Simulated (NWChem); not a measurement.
System: CH₄FNOTi; SMILES [OH][Ti]([F])=[N]C

```xyz
9

Ti    -0.0244     0.4509    -0.0437
N     -0.0791    -1.2267    -0.0204
C      0.1284    -2.6425     0.0269
H     -0.7240    -3.1612     0.4905
H      0.2447    -3.0483    -0.9892
H      1.0352    -2.9063     0.5920
F      1.5654     1.2785     0.0300
O     -1.6150     1.3373     0.0228
H     -2.5230     1.0085     0.0649
```
Atoms are numbered in this order, from 1.

All runs: NWChem. Pople sets run with spherical d functions. The geometry was optimised at B3LYP/6-31G* (spherical d). Not confirmed as a minimum by frequencies. Vzz is the largest principal value of the second derivative of the potential at the nucleus (NWChem prints the opposite sign); η is the asymmetry. Non-relativistic.

```csv
level,Vzz Ti1 (a.u.),η Ti1,Vzz N2 (a.u.),η N2,Vzz O8 (a.u.),η O8
CAM-B3LYP/def2-SVP,1.748,0.13,-0.444,0.07,1.220,0.26
Hartree-Fock/6-31G*,1.881,0.24,-0.562,0.63,1.311,0.17
Hartree-Fock/def2-SVP,1.846,0.29,-0.607,0.65,1.355,0.18
```
